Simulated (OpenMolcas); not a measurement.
Au3+: effect of the active space

* Program: OpenMolcas 26.06
* Method: CASSCF or its RAS form
* Basis: ANO-RCC-VTZP
* Scalar Hamiltonian: DKH2, point nucleus
* Spin-orbit coupling: state interaction with AMFI integrals over the reference wave functions, term energies averaged over their components

A. 8 electrons in 5 orbitals (5d); 2S+1 = 3 even, 10 roots; 2S+1 = 1 even, 15 roots; cost about 4 core-seconds
B. 8 electrons in 9 orbitals (RAS2 5d 6s; RAS3 6p, at most 2 electrons); 2S+1 = 3 even, 71 roots (60 in the spin-orbit step); 2S+1 = 5 even, 15 roots kept (CI in the orbitals of an earlier block); 2S+1 = 1 even, 55 roots kept (CI in the orbitals of an earlier block); 2S+1 = 3 odd, 87 roots (49 in the spin-orbit step); 2S+1 = 5 odd, 30 roots kept (CI in the orbitals of an earlier block); 2S+1 = 1 odd, 49 roots kept (CI in the orbitals of an earlier block, 9 in the spin-orbit step); cost of the order of 15 core-minutes
C. 8 electrons in 10 orbitals (5d 6d); 2S+1 = 3 even, 10 roots; 2S+1 = 1 even, 15 roots; cost of the order of 70 core-seconds

Energies in cm-1 above 5d8 3F4, the measured ground level; measured values from Zainab et al., Astrophys. J. Suppl. Ser. 267, 12 (2023).

| Level | A | B | C | Measured |
| --- | --- | --- | --- | --- |
| 5d8 3F4 | 0.0 | 0.0 | 0.0 | 0.0 |
| 5d8 3F3 | 12367 | 12910 | 12345 | 12294 |
| 5d8 3P2 [52 %] | 20804 | 20603 | 20606 |  |
| 5d8 3P0 | 23563 | 22708 | 22893 | 18185 |
| 5d8 3P1 | 26427 | 25526 | 26180 | 21490 |
| 5d8 1G4 | 29602 | 29839 | 29403 | 25702 |
| 5d8 1S0 | 62739 | 63259 | 62353 | 55278 |

Deviations, from unrounded energies. A percentage is the sum of absolute deviations over the sum of measured energies, with the sign that they share, or ± where signs differ.

| Against measurement | Levels | A | B | C |
| --- | --- | --- | --- | --- |
| mean absolute deviation (cm-1) | 5 | 4300 | 4300 | 4000 |
| fine structure of the ground term (%) | 1 | +0.6 | +5.0 | +0.4 |
| other terms of the ground configuration (%) | 4 | +18.0 | +17.1 | +16.7 |

C lies closest to measurement on these levels and A furthest from it. The largest miss of C in the table is 5d8 1S0, by +7100 cm-1. The ranking rests on the paired levels alone, and a cruder setting can come out closer through cancelling errors.

Among A to C the level of the table that moves most is 5d8 1S0, by 910 cm-1 (lowest in C, highest in B).

Without dynamic correlation excited terms often stand tens of per cent too high (terms of higher spin than the ground term too low), and those without a measured partner can miss by more than the paired ones. Some high roots are left out of the spin-orbit mixing, which shifts the levels that they would mix with (holds for B). Terms from blocks run as CI alone lack orbitals of their own (holds for B). Active for correlation alone: 6d; no level in the range computed is led by a configuration that fills it, so any true level of that kind is missing (holds for C). Measured partners are found by configuration, term and J. A level has none where our copy of the source lacks it or the pairing is in doubt (some pairs that miss far off the trend of their configuration count as doubtful), and it then counts in no deviation. Levels of configurations outside the active space are missing. Levels that lie high or do not pair safely by name in every column are left out.

A share in square brackets marks a mixed level and gives the weight of the term that names it, the lowest over the columns.
